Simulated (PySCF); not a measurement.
Ligands exchanged one at a time, Al Br-H. All species are isolated molecules in the gas phase. Strings in code marks are SMILES.

Calculation: PBE-D3(BJ)/def2-TZVP // B3LYP-D3(BJ)/def2-TZVP (PySCF). All candidates: neutral, multiplicity 1. Excitations are Tamm–Dancoff values on a coarser integration grid. The basis has no diffuse functions, so Rydberg states are missing or too high.

| Item | Result |
|---|---|
| HOMO–LUMO gap | 4.92 eV |
| dipole moment | 0.00 D |
| S1 excitation (TDA) | 5.04 eV |

Q: Say which member has these values.
A) `[AlH2][Br]`
B) `[Br][Al]([Br])[Br]`
C) `[Br][AlH][Br]`

A: B, `[Br][Al]([Br])[Br]`. The others give `[AlH2][Br]`: 4.51 eV, 1.13 D, 4.57 eV; `[Br][AlH][Br]`: 4.97 eV, 0.82 D, 5.00 eV
